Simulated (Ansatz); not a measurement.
C₂H₈O₃Si₂ (`C=C[SiH](O)O[SiH2]O`). Charge 0, multiplicity 1. The structure was optimised at the PBE0-D4/def2-TZVP level. It is one conformer, not always the lowest.

```xyz
15

C    -0.102    0.409   -2.734
C     0.761   -0.355   -2.069
Si    0.533   -0.795   -0.294
O     1.899   -0.364    0.506
O    -0.775    0.008    0.296
Si   -1.081    0.789    1.693
O    -0.274    0.078    2.944
H     0.033    0.658   -3.783
H    -0.982    0.821   -2.250
H     1.627   -0.745   -2.601
H     0.273   -2.247   -0.103
H     1.911   -0.514    1.455
H    -2.545    0.735    1.925
H    -0.575    2.176    1.629
H    -0.704   -0.655    3.387
```

What is the dipole moment at ωB97M-V/def2-TZVPP? (Best estimate.)

Ansatz gave: 1.67 D, with components (-1.11, -0.88, 0.89) D in this frame, pointing from negative to positive charge.

And with PBE, r2SCAN, B3LYP? (An estimate is asked.)

Computed: PBE 1.56 D, r2SCAN 1.61 D, B3LYP 1.67 D.

Give the Mulliken charges with ωB97M-V, PBE, B3LYP in def2-TZVPP. (Estimate.)

The calculation gave: 
| atom | ωB97M-V | PBE | B3LYP |
| --- | --- | --- | --- |
| C1 | -0.19 | -0.18 | -0.20 |
| C2 | -0.23 | -0.16 | -0.21 |
| Si3 | 0.61 | 0.53 | 0.65 |
| O4 | -0.38 | -0.35 | -0.40 |
| O5 | -0.40 | -0.32 | -0.40 |
| Si6 | 0.48 | 0.47 | 0.57 |
| O7 | -0.41 | -0.37 | -0.42 |
| H8 | 0.11 | 0.10 | 0.11 |
| H9 | 0.10 | 0.09 | 0.11 |
| H10 | 0.10 | 0.08 | 0.09 |
| H11 | -0.08 | -0.12 | -0.12 |
| H12 | 0.18 | 0.19 | 0.19 |
| H13 | -0.05 | -0.08 | -0.09 |
| H14 | -0.03 | -0.07 | -0.08 |
| H15 | 0.19 | 0.20 | 0.19 |

B3LYP here is the variant with VWN-RPA as its local correlation; programs differ in this.
